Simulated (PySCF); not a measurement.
Isomers C₆H₈O₂:

A. 1,4-cyclohexanedione (SMILES O=C1CCC(=O)CC1)
B. `O(/C=C/C=C)C(C)=O`
C. SMILES C=C(C=C)C(=O)OC
D. SMILES C=C/C=C\OC(C)=O

Spectrum 1. 13C{1H} NMR (computed): δ 171.8 (C), 141.7 (CH), 137.9 (CH), 123.2 (CH2), 119.9 (CH), 23.2 (CH3).

Spectrum 2. 13C{1H} NMR (computed): δ 175.6 (C), 148.9 (C), 141.1 (CH), 134.5 (CH2), 128.0 (CH2), 53.4 (CH3).

Spectrum 3. 13C{1H} NMR (computed): δ 172.4 (C), 147.6 (CH), 140.8 (CH), 123.9 (CH2), 122.0 (CH), 23.3 (CH3).

Spectrum 4. 13C{1H} NMR (computed): δ 213.4 (C), 39.5 (CH2).

Computed data (PySCF 2.14.0 with density-fitted response routines): B3LYP/pcJ-1 coupling constants (spin–dipole term left out of most H,H and C,H couplings), PBE0/pcSseg-1 with gauge-including orbitals, GFN2-xTB geometry. No solvent model, no relativistic terms, fast rotation and ring inversion assumed for equivalent nuclei, single conformer.

δ = σ(ref) − σ, references computed at the same level: 13C (186.93 ppm) against TMS. Shifts are as computed. Against solution values, carbons near 30 ppm lie about +3 ppm off and those near 130 ppm about +5 ppm. Of 1211 compounds with measured shifts, 218 miss one by over three times the rms of a fit or turn the order of signals round; such compounds aren't used in these exercises.

Which spectrum belongs to which compound?

Answers

1–D, 2–C, 3–B, 4–A.

- Spectrum 1 (D): 6 13C signals; δC 171.8 is an ester carbonyl carbon; δC 141.7 is an alkene carbon bearing oxygen.
- Spectrum 2 (C): 6 13C signals; δC 175.6 is an ester carbonyl carbon; δC 148.9 is an α carbon of a C=C–C=O unit.
- Spectrum 3 (B): 6 13C signals; δC 172.4 is an ester carbonyl carbon; δC 147.6 is an alkene carbon bearing oxygen.
- Spectrum 4 (A): 2 13C signals; δC 213.4 is a ketone carbonyl carbon; δC 39.5 is an sp3 CH2 α to a carbonyl.
